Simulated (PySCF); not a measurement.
## Fine-structure interval along the 13-electron series

Calculated with PySCF 2.14 and a two-component X2C-1e Hamiltonian (Gaussian nucleus, no Breit or QED terms), each ion in its own even-tempered basis scaled to its charge; GMP2 freezes 1s2 and drops the highest virtual spinors. Values in cm⁻¹.

| ion | configuration | GHF (screened spin-orbit) | GMP2 (screened spin-orbit) | GHF (bare spin-orbit) |
| --- | --- | --- | --- | --- |
| La⁴⁴⁺ | [Ne] 3s2 3p1 | 878410 | 874750 | 912180 |
| Pr⁴⁶⁺ | [Ne] 3s2 3p1 | 1031200 | 1027300 | 1069700 |

**Question.** Fill in the row of Ce⁴⁵⁺.

**Answer.** configuration: [Ne] 3s2 3p1; GHF (screened spin-orbit): 952340; GMP2 (screened spin-orbit): 948540; GHF (bare spin-orbit): 988370.
